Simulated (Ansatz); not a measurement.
# Which is lower?

The two ends of one reaction step of BNH$_{6}$ClF, singlet (PBE0-D4/def2-TZVP).

A:

B1  (-0.485, -0.334, -0.899)
Cl2  (0.497, 1.185, -1.441)
H3  (-1.593, -0.284, -1.359)
H4  (0.137, -1.335, -1.129)
H5  (0.330, -0.126, 1.119)
N6  (-0.602, -0.200, 0.700)
H7  (1.818, 0.884, 0.051)
F8  (2.099, 0.589, 0.911)
H9  (-1.076, -1.012, 1.085)
H10  (-1.126, 0.631, 0.962)
(Å)

B:

B1  (-0.997, -0.548, -0.635)
Cl2  (2.082, 1.131, -1.889)
H3  (-1.517, 0.363, -1.201)
H4  (-0.499, -1.469, -1.204)
H5  (0.604, 0.341, 0.993)
N6  (-0.943, -0.520, 0.773)
H7  (2.029, 1.112, -0.598)
F8  (1.422, 0.795, 1.151)
H9  (-0.681, -1.337, 1.304)
H10  (-1.498, 0.132, 1.307)
(Å)

Computed with Ansatz 0.2.0 (basis: def2-TZVPP); correlated methods freeze the cores. B3LYP uses VWN-RPA correlation.

(1) Which structure is lower at CCSD(T), and by how much? (Judge from chemistry; the value comes from the calculation.)

T1 diagnostic: at most 0.010.

## Answers

(1) Computed: A, by 19.90 kcal/mol (electronic energy, against the other). By their contacts, A is a complex of BNH₅Cl ([NH3][BH2][Cl]) + HF and B is a complex of BNH₄ ([BH2][NH2]) + HCl + HF.

All methods give the same order:

| method | E(B) − E(A) (kcal/mol) |
| --- | --- |
| SPW92 | 27.58 |
| PBE-D4 | 21.47 |
| BLYP-D4 | 16.76 |
| r2SCAN-D4 | 21.66 |
| B97M-V | 20.01 |
| PBE0-D4 | 22.44 |
| B3LYP-D4 | 17.89 |
| r2SCAN0-D4 | 22.37 |
| BHLYP-D4 | 18.56 |
| CAM-B3LYP-D4 | 18.61 |
| wB97X-V | 20.50 |
| wB97M-V | 20.28 |
| B2PLYP | 18.18 |
| PBE-QIDH | 22.85 |
| RPA on PBE | 18.64 |
| HF | 12.99 |
| MP2 | 21.38 |
| CCSD | 18.98 |
| CCSD(T) | 19.90 |

Labels in which every atom is bracketed show which atoms are joined, not bond orders.

For scale, one of the runs: CCSD(T)/def2-TZVPP, 219 basis functions, launched by `ansatz run in.yaml --threads 4 --pin off --events-out ev --progress --plain --max-ram 9574MiB`. Time: 86 s of wall clock on 4 CPU threads of an Arm Neoverse V1; the host was shared. Peak host memory: 3.4 GiB.
